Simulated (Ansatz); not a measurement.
Geometry optimisation, Ansatz, UKS PBE0/6-31G.

Input:

```yaml
crystal:
  periodic: [false, false, false]
  atoms:
    - { symbol: B, position_ang: [-1.5364, 1.68608, -0.11109] }
    - { symbol: "N", position_ang: [-0.73118, 0.52175, -0.23478] }
    - { symbol: Si, position_ang: [0.43348, -0.53517, -0.00635] }
    - { symbol: "N", position_ang: [1.59163, -1.71224, 0.13648] }
    - { symbol: H, position_ang: [-1.26233, 2.52628, 0.64943] }
    - { symbol: H, position_ang: [-2.46493, 1.73103, -0.81279] }
    - { symbol: H, position_ang: [2.35647, -1.65843, 0.80986] }
    - { symbol: H, position_ang: [1.61326, -2.5593, -0.43075] }
total_charge: 1
magnetization:
  spin_polarized: true
basis:
  gaussian: { orbitals: "6-31G" }
hamiltonian:
  xc: pbe0
relax:
  f_tol: 0.02
  max_steps: 50
```

Run as:

```bash
$ ansatz run input.yaml --threads 1 --pin off --max-ram 2048MiB --backend cpu --events-out ev --progress --plain --runs-dir out
```

Problem. Where does it end, and by what steps?

Solution. The forces met the threshold. Limits of this set-up: no polarisation functions, the dipole of an ion depends on the origin. After 14 steps the energy has fallen by 0.464 eV; Si3 moved furthest, 0.93 Å.

| step | energy less start (eV) | largest force component (eV/Å) | accepted |
| --- | --- | --- | --- |
| 0 | 0.0000 | 1.284 | yes |
| 1 | -0.0613 | 0.684 | yes |
| 2 | 0.1847 | 2.579 | no |
| 3 | -0.1125 | 0.363 | yes |
| 4 | -0.1562 | 0.529 | yes |
| 5 | -0.2317 | 0.799 | yes |
| 6 | -0.3279 | 0.928 | yes |
| 7 | -0.3780 | 0.672 | yes |
| 8 | -0.4204 | 0.353 | yes |
| 9 | -0.4591 | 0.397 | yes |
| 10 | -0.4498 | 0.532 | no |
| 11 | -0.4634 | 0.035 | yes |
| 12 | -0.4635 | 0.030 | yes |
| 13 | -0.4635 | 0.037 | no |
| 14 | -0.4636 | 0.011 | yes |

```xyz
8
Properties=species:S:1:pos:R:3
B -1.446 1.523 -0.148
N -0.474 0.587 0.007
Si 0.915 -0.109 0.662
N 1.486 -1.612 0.119
H -1.552 2.553 0.456
H -2.273 1.255 -0.990
H 2.318 -2.044 0.503
H 1.027 -2.152 -0.608
```

Time of the run: 91 s on 1 thread of Arm Neoverse N1, with other jobs on the host, peak memory 0.17 GiB.
